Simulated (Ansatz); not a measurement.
`[GeH3][O]C1CO1` + `O[SiH2]F` → `O[Si@@H](F)[C@@H]1CO1` + `[OH][GeH3]`  (formal exchange of groups at a C–O bond)

Program: Ansatz. Geometries: PBE0-D4/def2-TZVP. ΔE: electronic, gas phase. CCSD(T)/CBS is the MP2 limit (def2-TZVPP, def2-QZVPP) plus CCSD(T) − MP2 in def2-TZVPP, frozen cores. DFT in def2-TZVPP. B3LYP here is the variant with VWN-RPA as its local correlation; programs differ in this. For Ge outer-core shells are correlated without core-valence functions, which leaves a few kJ/mol of doubt a bond. Scalar relativity is left out up to krypton. One conformer a species, not always the lowest.

(1) Is it downhill or uphill in electronic energy at CCSD(T)/CBS, and by how much? (Best estimate.)

(2) What do these levels give: PBE0-D4, B3LYP-D4, ωB97X-V, ωB97M-V, PBE0, HF/def2-TZVPP, SCS-MP2/def2-TZVPP, CCSD(T)/def2-TZVPP, MP2/def2-QZVPP, SCS-MP2/def2-QZVPP, HF/CBS(def2), MP2/CBS(def2)? (Best estimate.)

Largest T1 diagnostic among the species: 0.012.

Results:

(1) The calculation gave: Downhill: ΔE = -55.5 kJ/mol.

(2) The calculation gave: PBE0-D4 -51.8, B3LYP-D4 -49.5, ωB97X-V -48.4, ωB97M-V -53.3, PBE0 -50.4, HF/def2-TZVPP -37.1, SCS-MP2/def2-TZVPP -51.2, CCSD(T)/def2-TZVPP -51.6, MP2/def2-QZVPP -57.9, SCS-MP2/def2-QZVPP -53.6, HF/CBS(def2) -36.7, MP2/CBS(def2) -59.7 kJ/mol.

In def2-TZVPP, CCSD(T) changes the Hartree–Fock value by −14.5 kJ/mol (the triples alone add −1.0 kJ/mol) and MP2 by −18.7 kJ/mol.
